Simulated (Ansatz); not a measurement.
Ansatz (a first-principles code) input (PBE/STO-3G):

Ansatz 0.2 input:
```yaml
crystal:
  periodic: [false, false, false]
  atoms:
    - {symbol: Si, position_ang: [-1.13071627, -0.21437975, -0.19786288]}
    - {symbol: Cl, position_ang: [1.10415170, 0.11806772, 0.10161408]}
    - {symbol: H, position_ang: [-1.48225327, 1.28364396, -0.26245164]}
    - {symbol: H, position_ang: [-1.45829783, -0.28947871, 1.30509270]}
basis:
  gaussian:
    orbitals: STO-3G
hamiltonian:
  xc: {name: PBE}
total_charge: -1
output: {forces: true}
```

From the last part of the output:

```
WARN ansatz: RAYON_NUM_THREADS=1 ignored (pool sized by the plan → 1); use --threads N
Functional definition: PBE
integrals: 0.01 GiB planned
215 factors; integrals over basis functions are off by at most 1.2e-5 eV
mean field: 0.05 GiB planned
mean field evaluation 1: about -20191.5634 eV, gradient 1.5e1 eV
mean field evaluation 2: about -20191.5387 eV, gradient 1.5e1 eV
mean field evaluation 4: about -20192.4614 eV, gradient 3.3e-1 eV
mean field evaluation 8: about -20192.4501 eV, gradient 3.5e-4 eV
mean field -20192.45008223 eV, -742.0588535878 hartree, gradient 3.2e-5 eV, S^2 0.000000; 0 other end points of the search recorded, 0 dependent functions left out
the calculation of the forces begins
reference -20192.45009700 eV, -742.0588541305 hartree; 17, 17 occupied and 3, 3 virtual orbitals, 215 factors
Total energy: -20192.45009700 eV, -742.0588541305 hartree
Atom 0 at    -1.130716    -0.214380    -0.197863 Å, force    -0.532031    -0.105874    -0.098120 eV/Å
Atom 1 at     1.104152     0.118068     0.101614 Å, force     0.009670     0.159574     0.159994 eV/Å
Atom 2 at    -1.482253     1.283644    -0.262452 Å, force     0.266031    -0.345380     0.286463 eV/Å
Atom 3 at    -1.458298    -0.289479     1.305093 Å, force     0.256330     0.291680    -0.348337 eV/Å
Dipole moment:     0.103350    -0.039607    -0.041327 e Å
```

The dipole moment of an ion depends on the origin.
